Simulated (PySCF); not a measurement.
AsF2GaH2, SMILES [AsH2][Ga]([F])[F].

Geometry: r2SCAN-D4/def2-SVP. The structure was generated by enumeration; whether it is a known compound was not checked.

The numbers are results of PySCF with TDA-PBE/def2-SVPD, not measurements.

Vertical excitations. Isolated molecule, no solvent. State labels are in the subgroup Cs.

```tsv
state	symmetry	energy (eV)	λ (nm)	f	main pairs
S1	A'	5.60	221	0.088	HOMO→LUMO+1 50 %, HOMO→LUMO 41 %
S2	A'	5.98	207	0.102	HOMO→LUMO+1 44 %, HOMO→LUMO 28 %, HOMO−1→LUMO 20 %
S3	A'	6.35	195	0.093	HOMO−1→LUMO 66 %, HOMO−1→LUMO+1 16 %
S4	A"	6.46	192	0.007	HOMO→LUMO+2 78 %, HOMO−2→LUMO 18 %
S5	A"	6.51	190	0.002	HOMO−2→LUMO 78 %, HOMO→LUMO+2 16 %
S6	A"	6.69	185	0.001	HOMO−3→LUMO 95 %
S7	A'	6.77	183	0.106	HOMO→LUMO+3 48 %, HOMO−1→LUMO+1 40 %
S8	A"	6.93	179	0.001	HOMO−2→LUMO+1 99 %
S9	A'	7.04	176	0.085	HOMO→LUMO+3 38 %, HOMO−5→LUMO 22 %, HOMO−1→LUMO+1 21 %, HOMO−4→LUMO 9 %
S10	A'	7.25	171	0.031	HOMO−4→LUMO 76 %, HOMO−5→LUMO 17 %
T1	A'	4.58	271	0	HOMO→LUMO 96 %
T2	A'	5.28	235	0	HOMO→LUMO+1 96 %
T3	A'	5.82	213	0	HOMO−1→LUMO 98 %
T4	A"	5.83	213	0	HOMO→LUMO+2 93 %
```
Triplets are in the Tamm–Dancoff approximation.
